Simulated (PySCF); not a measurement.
**How methods differ on the ionisation energy of P⁺**

P⁺ [Ne] 3s2 3p2 (3P) → P²⁺ [Ne] 3s2 3p1 (2P), as a difference of total energies. Calculation: PySCF 2.14, in x2c-QZVPPall with one added diffuse shell each of s, p, d, f type (10s7p5d3f1g, 86 functions); the spin-free X2C one-electron Hamiltonian (Gaussian nucleus). Correlated levels: valence: [Ne] frozen; valence and next inner shell: 1s2 frozen. The calculations carry no spin-orbit coupling.

```
                                method  ionisation energy (eV)
                                   UHF                  19.157
                                   LDA                  19.811
                                   PBE                  19.770
                                  PBE0                  19.808
                                r2SCAN                  19.937
                               wB97X-V                  19.611
                                B2PLYP                  19.625
                               LC-wPBE                  19.931
                                 B3LYP                  19.729
                         MP2 (valence)                  19.644
                     SCS-MP2 (valence)                  19.553
    MP2 (valence and next inner shell)                  19.654
SCS-MP2 (valence and next inner shell)                  19.561
```

Problem. How much does correlation contribute at MP2 (valence and next inner shell)?

Solution. 19.654 − (19.157) = 0.497 eV, measured against UHF.

A first-order spin-orbit estimate (lowest level to lowest level, LS coupling) adds -0.007 eV.

Errors of the correlated levels include the incompleteness of this basis and the frozen core.

For comparison: 19.769 eV (semi-empirical (NIST evaluation); NIST Atomic Spectra Database, ionization energies).
